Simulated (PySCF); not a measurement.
Ge(H)3(OH) (GeH4O), SMILES [OH][GeH3]. Atoms are numbered in the order given.

```xyz
6

Ge    -0.0035     0.3411     0.0000
O      0.1136    -1.4381     0.0000
H     -0.7521     0.8181     1.2596
H      1.4518     0.8160     0.0000
H     -0.7521     0.8181    -1.2596
H     -0.7458    -1.8642     0.0000
```
Charge 0, spin multiplicity 1.

Geometry optimised at PBE0-D3(BJ)/def2-TZVP.

Calculation: r2SCAN/def2-TZVPD (PySCF).

Mulliken values depend strongly on the basis, most of all with diffuse functions as here. ESP charges are fitted to the potential on shells at 1.4 to 2.0 van der Waals radii. Atomic charges (e):

| atom | ESP fit | Mulliken |
|---|---|---|
| Ge1 | 0.38 | 0.25 |
| O2 | -0.61 | -0.57 |
| H3 | -0.07 | 0.00 |
| H4 | -0.02 | 0.01 |
| H5 | -0.07 | 0.00 |
| H6 | 0.39 | 0.30 |
